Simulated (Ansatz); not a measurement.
CH₅AlBNO, SMILES `B[N]1[AlH][CH]1O`, relaxed with RKS PBE0-D4/def2-TZVP in Ansatz from a PBE-D4/def2-SVP geometry. The force threshold is 0.005 eV/Å; the program also tests the step.

Charge 0, multiplicity 1.

Start:

```xyz
10

B    -0.049   -1.626    0.241
N    -0.307   -0.373   -0.338
Al   -0.722    0.962   -1.473
C    -0.048    0.977    0.349
O     1.295    1.280    0.570
H    -0.278   -2.650   -0.381
H     0.398   -1.681    1.383
H    -1.203    1.270   -2.954
H    -0.679    1.083    1.261
H     1.594    0.757    1.343
```

By how much does the energy fall, and how many steps does the optimiser take? (An estimate is asked.)

The calculation gave: 1.16 kcal/mol, in 13 steps, 1 of them rejected.

Which bonds change most? (Best estimate.)

Computed: N2–Al3 from 1.801 to 1.766 Å; Al3–C4 from 1.943 to 1.914 Å; B1–H7 from 1.227 to 1.206 Å; C4–H9 from 1.114 to 1.093 Å.

Give the relaxed structure. (Best estimate.)

Computed: 
```xyz
10

B    -0.054   -1.613    0.242
N    -0.283   -0.369   -0.339
Al   -0.711    0.931   -1.456
C    -0.056    0.971    0.342
O     1.281    1.288    0.571
H    -0.271   -2.615   -0.382
H     0.359   -1.679    1.374
H    -1.194    1.262   -2.913
H    -0.666    1.061    1.245
H     1.597    0.763    1.316
```
